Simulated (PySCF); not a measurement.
**Electric field gradients and quadrupole coupling constants**

Compound: C5H7FOSi.
Z-matrix (Å and degrees, GFN2-xTB geometry), rows numbered from 1:
```
F 
C   1  1.3592
C   2  1.3233  1  120.38
Si  3  1.8771  2  119.64  1   176.12
O   4  1.6333  3  108.86  2   -40.51
C   5  1.3457  4  133.17  3    13.01
C   6  1.3260  5  126.89  4    25.75
C   2  1.4992  1  113.42  3   179.72
H   3  1.0792  2  118.35  1    -0.34
H   4  1.4578  3  111.24  2  -153.56
H   4  1.4657  3  111.51  2    78.29
H   6  1.0842  5  111.99  4  -154.68
H   7  1.0777  6  118.11  5  -179.25
H   8  1.0943  2  108.69  1   128.93
H   8  1.0900  2  109.08  1    10.67
```

Field gradients from the PBE0/pcSseg-1 density (PySCF, non-relativistic), principal values in atomic units, ordered |Vxx| ≤ |Vyy| ≤ |Vzz|:

```
atom      Vxx      Vyy     Vzz
  O5  -0.6402  -0.9855  1.6258
```

**Question.** Find the asymmetry η = (Vxx − Vyy)/Vzz and the couplings χ = eQV/h (234.96 MHz × Q in barn × V in au), with Q(17O) = −0.0256 b.

**Answer.** 
| atom | environment | nucleus | η | χzz (MHz) | χxx (MHz) | χyy (MHz) |
| --- | --- | --- | --- | --- | --- | --- |
| O5 | silyl ether oxygen | 17O | 0.21 | -9.78 | 3.85 | 5.93 |

**Question.** What is Vzz at O5 in SI units (1 au = 9.71736 × 10²¹ V/m²)?

**Answer.** 1.6258 au = 15.798 × 10²¹ V/m².

**Question.** And the gradient at the other heavy atoms, for which no coupling is worked out here?

**Answer.** 
| atom | environment | Vzz (au) | η |
| --- | --- | --- | --- |
| F1 | vinyl fluorine | 2.869 | 0.22 |
| C2 | vinylic C–F carbon | -0.515 | 0.48 |
| C3 | alkene CH carbon | 0.174 | 0.38 |
| Si4 | oxygen-bound silicon | 0.594 | 0.35 |
| C6 | vinylic carbon bearing oxygen | -0.395 | 0.26 |
| C7 | alkene CH carbon | -0.146 | 0.52 |
| C8 | allylic carbon | -0.088 | 0.88 |

**Question.** What couplings would deuterons (Q(2H) = 0.00286 b) have in place of the hydrogens, at this geometry?

**Answer.** 
```
atom  bonded to  bond length (Å)  Vzz (au)     η  χzz (kHz)
  H9         C3            1.079    0.3376  0.06        227
 H10        Si4            1.458    0.1629  0.02        109
 H11        Si4            1.466    0.1573  0.02        106
 H12         C6            1.084    0.3141  0.10        211
 H13         C7            1.078    0.3351  0.11        225
 H14         C8            1.094    0.2974  0.02        200
 H15         C8            1.090    0.3028  0.03        203
```

The structure is a single GFN2-xTB conformer in the gas phase; no vibrational or solvent corrections. GFN2-xTB bond lengths can be off by several hundredths of an ångström, more for odd bonds, and the gradients follow them. The basis is small and wasn't made for field gradients, so the couplings can be 20 % off.

The run behind these numbers computed NMR shieldings as well. Time: 1.8 min wall, 90 s CPU (grids of density and orbitals included); peak memory 0.81 GiB. Hardware: one thread of an Intel Xeon at 2.50 GHz, no GPU (shared host).
